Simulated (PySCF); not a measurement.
C4H7O2 (SMILES [CH]1COCCO1), doublet, geometry from GFN2-xTB; M062X/6-31G (PySCF).

PySCF was given this input:
```python
from pyscf import gto, scf, dft

mol = gto.Mole()
mol.atom = '''
    C     0.598971    1.248852    0.159554
    C     1.405710    0.041866   -0.185602
    O     0.639988   -1.019552   -0.716139
    C    -0.523151   -1.232034    0.047155
    C    -1.391767    0.026453    0.034788
    O    -0.697467    1.124086    0.588269
    H     1.089598    2.094332    0.609084
    H     1.949972   -0.325399    0.714428
    H     2.155987    0.288091   -0.943102
    H    -1.050013   -2.068484   -0.413407
    H    -0.259348   -1.488253    1.084960
    H    -1.672729    0.255791   -1.002563
    H    -2.292214   -0.103174    0.638182
'''
mol.basis = '6-31g'
mol.charge = 0
mol.spin = 1
mol.verbose = 5
mol.build()

mf = dft.UKS(mol)
mf.xc = 'm062x'
mf.kernel()
mf.analyze()
```

Task: What does PySCF print? Leave out banner, timings and long lists.

Result: 
```
PySCF version 2.14.0

[INPUT] verbose = 5
[INPUT] max_memory = 4000
[INPUT] num. atoms = 13
[INPUT] num. electrons = 47
[INPUT] charge = 0
[INPUT] spin (= nelec alpha-beta = 2S) = 1
[INPUT] symmetry False subgroup None
[INPUT] Mole.unit = angstrom
[INPUT] Symbol           X                Y                Z      unit          X                Y                Z       unit  Magmom
[...]
[INPUT] ---------------- BASIS SET ----------------
[INPUT] l, kappa, [nprim/nctr], expnt,             c_1 c_2 ...
[INPUT] O
[...]
                                825.23495         0.0139501
                                188.04696         0.0684451
                                52.9645           0.2327143
                                16.89757          0.470193
                                5.7996353         0.3585209
[...]
                                3.5999336         -0.1480263
                                1.0137618         1.130767
[...]
                                3.5999336         0.3397528
                                1.0137618         0.7271586
[...]
[INPUT] C
[...]
                                457.36951         0.0140373
                                103.94869         0.0688426
                                29.210155         0.2321844
                                9.286663          0.4679413
                                3.163927          0.362312
[...]
                                1.8812885         -0.1608542
                                0.5442493         1.1434564
[...]
                                1.8812885         0.316424
                                0.5442493         0.7443083
[...]
[INPUT] H
[...]
                                2.8253937         0.23472695
                                0.6401217         0.81375733
[...]
nuclear repulsion = 253.783434265013
number of shells = 44
number of NR pGTOs = 160
number of NR cGTOs = 68
basis = 6-31g
ecp = {}

******** <class 'pyscf.dft.uks.UKS'> ********
method = UKS
initial guess = minao
damping factor = 0
level_shift factor = 0
DIIS = <class 'pyscf.scf.diis.CDIIS'>
diis_start_cycle = 1
diis_space = 8
diis_damp = 0
SCF conv_tol = 1e-09
SCF conv_tol_grad = None
SCF max_cycles = 50
direct_scf = True
direct_scf_tol = 1e-13
number electrons alpha = 24  beta = 23
XC library pyscf.dft.libxc version 7.1.2
    S. Lehtola, C. Steigemann, M. J. T. Oliveira, and M. A. L. Marques,  SoftwareX 7, 1–5 (2018)
XC functionals = m062x
    Y. Zhao and D. G. Truhlar,  Theor. Chem. Acc. 120, 215 (2008)
    Y. Zhao and D. G. Truhlar,  Theor. Chem. Acc. 120, 215 (2008)
radial grids:
    Treutler-Ahlrichs [JCP 102, 346 (1995); DOI:10.1063/1.469408] (M4) radial grids

becke partition: Becke, JCP 88, 2547 (1988); DOI:10.1063/1.454033
pruning grids: <function nwchem_prune>
grids dens level: 3
symmetrized grids: False
atomic radii adjust function: <function treutler_atomic_radii_adjust>
small_rho_cutoff = 0
Set gradient conv threshold to 3.16228e-05
atom C rad-grids = 75, ang-grids = [ 50  50  50  50  50  50  50  50  50  50  50  50  50  50  50  50  50  50
  50  50  50  50  86  86  86  86  86  86  86  86  86  86 266 266 266 266
 266 266 302 302 302 302 302 302 302 302 302 302 302 302 302 302 302 302
 302 302 302 302 266 266 266 266 266 266 266 266 266 266 266 266 266 266
 266 266 266]
atom O rad-grids = 75, ang-grids = [ 50  50  50  50  50  50  50  50  50  50  50  50  50  50  50  50  50  50
  50  50  50  50  50  86  86  86  86  86  86  86  86  86 266 266 266 266
 266 266 266 302 302 302 302 302 302 302 302 302 302 302 302 302 302 302
 302 302 302 302 302 266 266 266 266 266 266 266 266 266 266 266 266 266
 266 266 266]
atom H rad-grids = 50, ang-grids = [ 50  50  50  50  50  50  50  50  50  50  50  50  50  50  50  86  86  86
  86 266 266 266 266 266 302 302 302 302 302 302 302 302 302 302 302 302
 302 266 266 266 266 266 266 266 266 266 266 266 266 266]
tot_boxes 3072, boxes in each direction [14 14 10]
Padding 4 grids
tot grids = 153296
nelec by numeric integration = [23.48662835 23.48662835]
E1 = -916.9008630132294  E2 = 355.1900234376812  Ecoul = 396.6271235286656  Exc = -41.43710009098444
init E= -307.927405310536
cond(S) = 928.5311882373236

  alpha mo_energy =
[-19.848913   -19.84616781 -10.65042453 -10.65007919 -10.64857293
 -10.63675969  -1.47499829  -1.36149686  -1.0771285   -0.91555492
  -0.87413449  -0.6960622   -0.63012722  -0.60138613  -0.56780167
  -0.54852567  -0.50875794  -0.50381273  -0.42598904  -0.41461879
  -0.3697098   -0.36503425  -0.31511006  -0.12060575   0.05122723
   0.1046768    0.11891737   0.13919222   0.14364309   0.15070811
   0.15689595   0.16948716   0.18071694   0.21572145   0.22625565
   0.26638386   0.29169089   0.5391292    0.55064156   0.56618818
   0.57193641   0.60305486   0.60960722   0.61166203   0.63949398
   0.65150443   0.69505362   0.76291072   0.82007603   0.82573163
   0.86822846   0.87202862   0.90537913   0.92710563   0.93908784
   0.95668111   0.98504768   0.98736369   1.06727685   1.13528424
   1.19160064   1.22058637   1.31048396   1.37155233   1.5691098
   1.69373108   1.77893246   1.90197224]
  beta  mo_energy =
[-19.848913   -19.84616781 -10.65042453 -10.65007919 -10.64857293
 -10.63675969  -1.47499829  -1.36149686  -1.0771285   -0.91555492
  -0.87413449  -0.6960622   -0.63012722  -0.60138613  -0.56780167
  -0.54852567  -0.50875794  -0.50381273  -0.42598904  -0.41461879
  -0.3697098   -0.36503425  -0.31511006  -0.12060575   0.05122723
   0.1046768    0.11891737   0.13919222   0.14364309   0.15070811
   0.15689595   0.16948716   0.18071694   0.21572145   0.22625565
   0.26638386   0.29169089   0.5391292    0.55064156   0.56618818
   0.57193641   0.60305486   0.60960722   0.61166203   0.63949398
   0.65150443   0.69505362   0.76291072   0.82007603   0.82573163
   0.86822846   0.87202862   0.90537913   0.92710563   0.93908784
   0.95668111   0.98504768   0.98736369   1.06727685   1.13528424
   1.19160064   1.22058637   1.31048396   1.37155233   1.5691098
[...]
converged SCF energy = -306.756529976782  <S^2> = 0.75387098  2S+1 = 2.0038672
Total Energy =                        -306.756529976781621
[...]
3 C 1s           0.00228  -0.00098   0.00012
3 C 2s          -0.00365  -0.00282   0.01361
3 C 3s           0.58936  -0.10787  -0.05095
3 C 2px         -0.02449  -0.03023   0.04319
3 C 2py         -0.05556   0.00602   0.00334
3 C 2pz          0.04922   0.01405  -0.04028
3 C 3px          0.04048  -0.08287   0.02493
3 C 3py          0.12795  -0.12671  -0.02717
3 C 3pz          0.05465  -0.03072  -0.08750
4 C 1s          -0.00144   0.00063  -0.00077
4 C 2s          -0.00082   0.00958   0.01060
4 C 3s          -0.40947  -0.01455  -0.22453
4 C 2px          0.04785   0.02761   0.02967
4 C 2py         -0.01463   0.05694   0.02516
4 C 2pz          0.01824   0.02476   0.03269
4 C 3px         -0.00252   0.07775  -0.08683
4 C 3py          0.01049   0.04589   0.03709
4 C 3pz         -0.01476  -0.02993   0.11523
5 O 1s           0.00032   0.00263   0.00190
5 O 2s          -0.01061  -0.05083  -0.03462
5 O 3s           0.13457   0.72287   0.50921
5 O 2px          0.00629  -0.00898   0.00092
5 O 2py          0.01070   0.00906   0.01590
5 O 2pz          0.00162   0.01078   0.00807
5 O 3px         -0.08823   0.04548   0.05077
5 O 3py          0.06326  -0.20622  -0.13124
5 O 3pz         -0.05961  -0.12955  -0.11764
6 H 1s          -0.00111  -0.00500   0.00503
6 H 2s           0.01894  -0.00393  -0.00642
7 H 1s           0.01533  -0.02153   0.01337
7 H 2s          -0.11250   0.10618  -0.05234
8 H 1s           0.00347  -0.00429   0.01006
8 H 2s          -0.05777   0.04887  -0.03924
9 H 1s          -0.01451   0.00125   0.00224
9 H 2s           0.11580  -0.01312  -0.00953
10 H 1s         -0.02865  -0.00791   0.01231
10 H 2s          0.18589  -0.01332  -0.03709
11 H 1s          0.02132   0.01211   0.01397
11 H 2s         -0.12236  -0.02534  -0.07697
12 H 1s          0.00902   0.00812   0.00381
12 H 2s         -0.08481  -0.02518  -0.03687

To work with the spin densities directly, `use mulliken_meta_spin()` only printing them here.

 ** Mulliken spin pop alpha/beta on meta-lowdin orthogonal AOs **
 ** Mulliken Spin Density (per AO)  **
spin_pop of  0 C 1s        0.00000
spin_pop of  0 C 2s        0.06556
spin_pop of  0 C 3s        0.00109
spin_pop of  0 C 2px       0.04737
spin_pop of  0 C 2py       0.11658
spin_pop of  0 C 2pz       0.62113
spin_pop of  0 C 3px       0.00062
spin_pop of  0 C 3py       0.00058
spin_pop of  0 C 3pz       0.00402
spin_pop of  1 C 1s       -0.00000
spin_pop of  1 C 2s       -0.00677
spin_pop of  1 C 3s        0.00007
spin_pop of  1 C 2px      -0.01110
spin_pop of  1 C 2py      -0.00438
spin_pop of  1 C 2pz      -0.01306
spin_pop of  1 C 3px       0.00050
spin_pop of  1 C 3py       0.00003
spin_pop of  1 C 3pz       0.00076
spin_pop of  2 O 1s        0.00000
spin_pop of  2 O 2s        0.00056
spin_pop of  2 O 3s        0.00001
spin_pop of  2 O 2px       0.00142
spin_pop of  2 O 2py      -0.00167
spin_pop of  2 O 2pz       0.00041
spin_pop of  2 O 3px       0.00009
spin_pop of  2 O 3py      -0.00004
spin_pop of  2 O 3pz       0.00001
spin_pop of  3 C 1s        0.00000
spin_pop of  3 C 2s        0.00123
spin_pop of  3 C 3s        0.00002
spin_pop of  3 C 2px       0.00109
spin_pop of  3 C 2py       0.00137
spin_pop of  3 C 2pz       0.00038
spin_pop of  3 C 3px       0.00001
spin_pop of  3 C 3py      -0.00008
spin_pop of  3 C 3pz       0.00005
spin_pop of  4 C 1s        0.00000
spin_pop of  4 C 2s       -0.00060
spin_pop of  4 C 3s        0.00004
spin_pop of  4 C 2px      -0.00152
spin_pop of  4 C 2py      -0.00293
spin_pop of  4 C 2pz      -0.00175
spin_pop of  4 C 3px       0.00068
spin_pop of  4 C 3py      -0.00001
spin_pop of  4 C 3pz       0.00004
spin_pop of  5 O 1s       -0.00000
spin_pop of  5 O 2s        0.00349
spin_pop of  5 O 3s        0.00015
spin_pop of  5 O 2px      -0.01208
spin_pop of  5 O 2py       0.02897
spin_pop of  5 O 2pz       0.11077
spin_pop of  5 O 3px       0.00012
spin_pop of  5 O 3py       0.00010
spin_pop of  5 O 3pz       0.00081
spin_pop of  6 H 1s       -0.02914
spin_pop of  6 H 2s        0.00054
spin_pop of  7 H 1s        0.05106
spin_pop of  7 H 2s        0.00067
spin_pop of  8 H 1s        0.01269
spin_pop of  8 H 2s        0.00022
spin_pop of  9 H 1s       -0.00039
spin_pop of  9 H 2s        0.00001
spin_pop of  10 H 1s        0.00069
spin_pop of  10 H 2s        0.00037
spin_pop of  11 H 1s        0.00962
spin_pop of  11 H 2s        0.00062
spin_pop of  12 H 1s       -0.00114
spin_pop of  12 H 2s        0.00004
 ** Mulliken Spin Density (per atom)  **
spin density of  0 C =      0.85695
spin density of  1 C =     -0.03394
spin density of  2 O =      0.00078
spin density of  3 C =      0.00408
spin density of  4 C =     -0.00606
spin density of  5 O =      0.13232
spin density of  6 H =     -0.02859
spin density of  7 H =      0.05173
spin density of  8 H =      0.01291
spin density of  9 H =     -0.00038
spin density of  10 H =      0.00107
spin density of  11 H =      0.01023
spin density of  12 H =     -0.00111
 ** Mulliken pop alpha/beta on meta-lowdin orthogonal AOs **
 ** Mulliken pop       alpha | beta **
In total            24.00000 | 23.00000
 ** Mulliken atomic charges   ( Nelec_alpha | Nelec_beta ) **
charge of  0C =     -0.03787  (     3.44741      2.59046 )
charge of  1C =     -0.02399  (     2.99503      3.02896 )
charge of  2O =     -0.39443  (     4.19761      4.19682 )
charge of  3C =     -0.02137  (     3.01273      3.00865 )
charge of  4C =     -0.02028  (     3.00711      3.01317 )
charge of  5O =     -0.32133  (     4.22683      4.09450 )
charge of  6H =      0.12537  (     0.42302      0.45161 )
charge of  7H =      0.09290  (     0.47942      0.42769 )
charge of  8H =      0.13700  (     0.43796      0.42504 )
charge of  9H =      0.12988  (     0.43487      0.43525 )
charge of  10H =      0.09541  (     0.45283      0.45176 )
charge of  11H =      0.11192  (     0.44916      0.43892 )
charge of  12H =      0.12680  (     0.43604      0.43715 )
Dipole moment(X, Y, Z, Debye): -0.19869, -0.59761,  0.69695
```
